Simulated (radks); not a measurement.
Values are calculated unless marked as measured or tabulated.
Charge is removed step by step from the 5p (averaged over the sub-levels emptied) level of the xenon ion Xe+, starting from [Kr] 4d10 5s2 5p5. Code: a radial shooting solver on a logarithmic mesh with Libxc functionals. Model: Dirac Kohn-Sham, PBE, spin-unpolarised, spherical densities, finite nucleus; open shells are shared between the two j in proportion to 2j + 1; Fermi nuclear charge, rms radius 4.7859 fm.

removed (e)  E - E(0) (eV)  eigenvalue (eV)  E minus straight line (eV)
0                    0.000          -17.037                       0.000
0.125                2.202          -18.197                      -0.521
0.25                 4.550          -19.371                      -0.897
0.375                7.045          -20.557                      -1.125
0.5                  9.690          -21.755                      -1.203
0.625               12.484          -22.965                      -1.132
0.75                15.431          -24.186                      -0.908
0.875               18.531          -25.418                      -0.532
1                   21.786          -26.661                       0.000

Removing the whole electron costs 21.786 eV by Delta-SCF, against 17.037 eV from minus the eigenvalue at the starting occupation. Slater's transition state (half an electron removed) gives 21.755 eV. Integrating minus the eigenvalue over the occupation (Janak's theorem) gives 21.786 eV. The mean slope of the eigenvalue, de/dn, is 9.62 eV per electron. Ionisation energy of Xe+ in the NIST Atomic Spectra Database: 20.975 eV (semi-empirical).

Beside tabulated values, note that spin-unpolarised runs miss the spin-polarisation part of the exchange energy of open shells.
